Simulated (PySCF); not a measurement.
HO3S, SMILES [O-][SH](=O)=O, charge -1. Geometry: PBE-D3(BJ)/def2-SVPD.

Computed equilibrium geometry at PBE-D3(BJ)/def2-SVPD (PySCF confirms it by a frequency run) as Cartesian coordinates in Å, and its point group:
point group C3v.
```xyz
5

S      0.0000     0.0000     0.1741
O     -1.2700    -0.7333    -0.1817
O      0.0000     1.4665    -0.1817
O      1.2700    -0.7333    -0.1817
H      0.0000     0.0000     1.5756
```
Charge -1, spin multiplicity 1.
